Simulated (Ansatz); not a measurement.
`O=CB[TeH]` + `N[AsH2]` → `N[AsH][TeH]` + `BC=O`  (ligand exchange at a Te–B bond)

Isolated molecules relaxed with PBE0-D4/def2-TZVP in Ansatz; ΔE leaves out vibrations. CCSD(T)/CBS adds triple-zeta CCSD(T) − MP2 to the extrapolated MP2 energy (def2 sets, frozen cores). DFT in def2-TZVPP. def2 core potentials past Kr. For As, Te outer-core shells are correlated without core-valence functions, which leaves a few kJ/mol of doubt a bond. Scalar relativity is left out up to krypton. Each species was taken in one conformer, which may not be the lowest.

CCSD(T)/CBS gives +0.19 eV.

Q: Another level gave +0.26 eV. Which?
A. CCSD(T)/def2-TZVPP
B. BLYP-D4/def2-TZVPP
C. ωB97X-V/def2-TZVPP
D. revPBE/def2-TZVPP

A: A. CCSD(T)/def2-TZVPP 0.26, ωB97X-V 0.18, revPBE 0.09, BLYP-D4 0.03 eV.

Q: What do rigid-rotor, harmonic-oscillator terms from PBE0-D4/def2-TZVP frequencies (298.15 K, 1 bar) make of the CCSD(T)/CBS value? (An estimate is asked.)

A: The calculation gave: ΔZPE = +0.01 eV, ΔH = +0.22 eV, ΔS = 3 J/(mol·K), ΔG = +0.21 eV. Modes under 50 cm⁻¹ make the entropy rough.

Largest T1 diagnostic among the species: 0.021, so the coupled-cluster value is less sure than usual.

Leaving LDA and LC-ωPBE aside and taking each functional with its dispersion term where it has one, the values, not all of them listed here, spread over 0.22 eV, from BLYP-D4 to B97M-V. LDA lies +0.04 eV from PBE without D4. At CCSD(T), def2-SVP lies +0.09 eV from the extrapolated value and def2-TZVPP +0.07 eV. From r2SCAN to r2SCAN0 (25 % exact exchange), in def2-TZVPP and without D4, ΔE moves by +0.05 eV.
